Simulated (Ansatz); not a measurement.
Geometry optimisation, DFT PBEsol, scalar-relativistic, plane waves, PAW in Ansatz.

Input file:

```yaml
crystal:
  lattice:
    - [12.16, 0.0, 0.0]
    - [0.0, 8.598418, 0.0]
    - [0.0, 0.0, 19.448814]
  atoms:
    - { symbol: Sr, position: [0.25, 0.25, 0.051417] }
    - { symbol: Sr, position: [0.75, 0.25, 0.051417] }
    - { symbol: Sr, position: [0.25, 0.75, 0.051417] }
    - { symbol: Sr, position: [0.75, 0.75, 0.051417] }
    - { symbol: Sr, position: [0.0, 0.0, 0.1619433] }
    - { symbol: Sr, position: [0.5, 0.0, 0.1619433] }
    - { symbol: Sr, position: [0.0, 0.5, 0.1619433] }
    - { symbol: Sr, position: [0.5, 0.5, 0.1619433] }
    - { symbol: Sr, position: [0.25, 0.25, 0.2724695] }
    - { symbol: Sr, position: [0.75, 0.25, 0.2724695] }
    - { symbol: Sr, position: [0.25, 0.75, 0.2724695] }
    - { symbol: Sr, position: [0.75, 0.75, 0.2724695] }
    - { symbol: Sr, position: [0.0, 0.0, 0.3829958] }
    - { symbol: Sr, position: [0.5, 0.0, 0.3829958] }
    - { symbol: Sr, position: [0.0, 0.5, 0.3829958] }
    - { symbol: Sr, position: [0.5, 0.5, 0.3829958] }
    - { symbol: Ca, position: [0.8368745, 0.3234984, 0.5305626] }
basis:
  ecutwfc: 420.0
kpoints:
  mp_grid: { grid: [2, 2, 1] }
hamiltonian:
  xc: pbesol
scf:
  occupations: { method: gaussian, width: 0.05 }
  lower_state_search: "off"
relax:
  f_tol: 0.03
  max_steps: 60
  adjacent_minimum: "off"
  constraints: [{ sites: [0, 1, 2, 3] }]
```

Run as:

```bash
$ ansatz run input.yaml --threads 4 --pin off --max-ram 10240MiB --backend cpu --events-out ev --progress --plain --runs-dir out
```

**Question.** Where does it end, and by what steps?

**Answer.** The run converged. The force dipped under the threshold on the way, but the program's further checks kept it going. Limits of this set-up: coarse k mesh, thin slab, slab without dipole correction. After 12 steps the energy has fallen by 0.861 eV; Ca17 moved furthest, 1.92 Å. Joined: Sr10–Ca17 (5.17 → 3.73 Å), Sr14–Ca17 (5.72 → 4.13 Å), Sr16–Ca17 (5.23 → 4.05 Å).

| step | energy less start (eV) | largest force component (eV/Å) | accepted |
| --- | --- | --- | --- |
| 0 | 0.0000 | 0.274 | yes |
| 1 | -0.1311 | 0.326 | yes |
| 2 | -0.2555 | 0.378 | yes |
| 3 | -0.3720 | 0.408 | yes |
| 4 | -0.4822 | 0.410 | yes |
| 5 | -0.5847 | 0.380 | yes |
| 6 | -0.6746 | 0.316 | yes |
| 7 | -0.7487 | 0.223 | yes |
| 8 | -0.8141 | 0.183 | yes |
| 9 | -0.8449 | 0.085 | yes |
| 10 | -0.8581 | 0.074 | yes |
| 11 | -0.8606 | 0.010 | yes |
| 12 | -0.8606 | 0.010 | yes |

```xyz
17
Lattice="12.1600 0.0000 0.0000 0.0000 8.5984 0.0000 0.0000 0.0000 19.4488" Properties=species:S:1:pos:R:3
Sr 3.040 2.150 1.000
Sr 9.120 2.150 1.000
Sr 3.040 6.449 1.000
Sr 9.120 6.449 1.000
Sr -0.015 -0.003 3.067
Sr 6.096 -0.001 3.065
Sr 0.001 4.311 3.042
Sr 6.078 4.313 3.042
Sr 3.040 2.173 4.955
Sr 9.120 2.186 5.039
Sr 3.040 6.510 5.009
Sr 9.121 6.441 5.174
Sr -0.015 0.113 7.146
Sr 6.095 0.110 7.143
Sr 0.126 4.325 7.101
Sr 5.953 4.324 7.095
Ca 9.119 2.416 8.758
```

The run took 98 s on 4 threads of Intel(R) Xeon(R) Platinum 8488C (Sapphire Rapids), on a shared host, peak memory 3.8 GiB.
